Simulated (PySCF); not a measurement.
Numbering as in the mapped SMILES `[CH3:1][c:2]1[cH:3][cH:4][cH:5][cH:6][n:7]1` (H(Xn): hydrogen on atom n).

All values are calculated (PySCF): σ from GIAO-B97-2/pcSseg-2, geometry: PBE0-D3(BJ)/def2-TZVP. Isolated molecule, no relativistic terms, one conformer, averaged over atoms made equivalent by symmetry, fast rotation or ring inversion.

Problem. List the cross peaks expected in HSQC, COSY and HMBC spectra.

Solution. 

HSQC (one-bond C–H):
| δH | δC |
| --- | --- |
| 8.79 (H(C6)) | 157.5 (C6) |
| 7.73 (H(C4)) | 141.9 (C4) |
| 7.37 (H(C3)) | 128.5 (C3) |
| 7.18 (H(C5)) | 125.7 (C5) |
| 2.66 (H(C1)) | 27.4 (C1) |

COSY cross peaks (H two or three bonds apart, from the bond graph; peaks can be absent where the dihedral angle is near 90°):
| δH | δH |
| --- | --- |
| 8.79 (H(C6)) | 7.18 (H(C5)) |
| 7.73 (H(C4)) | 7.37 (H(C3)) |
| 7.73 (H(C4)) | 7.18 (H(C5)) |

HMBC (two and three bonds, from the bond graph):
| δH | δC |
| --- | --- |
| 8.79 (H(C6)) | 168.1 (C2), 141.9 (C4), 125.7 (C5) |
| 7.73 (H(C4)) | 168.1 (C2), 157.5 (C6), 128.5 (C3), 125.7 (C5) |
| 7.37 (H(C3)) | 168.1 (C2), 141.9 (C4), 125.7 (C5), 27.4 (C1) |
| 7.18 (H(C5)) | 157.5 (C6), 141.9 (C4), 128.5 (C3) |
| 2.66 (H(C1)) | 168.1 (C2), 128.5 (C3) |

References, each an isolated molecule treated in the same way: 1H and 13C vs TMS.

Short H···H contacts in this conformer between protons four or more bonds apart (candidates for NOE cross peaks, intensity ∝ r⁻⁶): H(C1)···H(C3) 2.66 Å.

Shifts are as computed. Against solution values, carbons near 30 ppm lie about +3 ppm off and those near 130 ppm about +7 ppm. Of 1211 compounds with measured shifts, 218 miss one by over three times the rms of a fit or turn the order of signals round; such compounds aren't used in these exercises.
